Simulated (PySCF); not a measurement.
F₃GeH₃Si, SMILES F[Si](F)([GeH3])F.

The structure is a stationary point at PBE-D3(BJ)/def2-SVP. This is a generated structure with no PubChem entry under its InChIKey; it may be hypothetical.

Calculation: PBE-D3(BJ)/def2-SVP (PySCF 2.14.0).

Frequencies are harmonic and unscaled.

Modes within 1.5 cm⁻¹ of each other (mostly degenerate sets) share a row, with their intensities summed.

```csv
mode,ν (cm⁻¹),IR (km/mol),moving atoms (share of kinetic energy)
1,82,0.0,H 95 %
2–3,121,2.8,"F 75 %, Si 12 %"
4,224,21.7,"F 52 %, Ge 45 %"
5–6,282,27.8,"F 82 %, Si 14 %"
7,447,68.7,"Si 47 %, F 46 %"
8–9,471,14.2,H 86 %
10,752,220.5,"H 83 %, F 10 %"
11,827,73.0,"F 56 %, Si 29 %, H 14 %"
12–13,844,25.9,H 98 %
14–15,940,264.8,"F 50 %, Si 49 %"
16,2096,31.2,H 100 %
17–18,2113,153.2,H 98 %
```
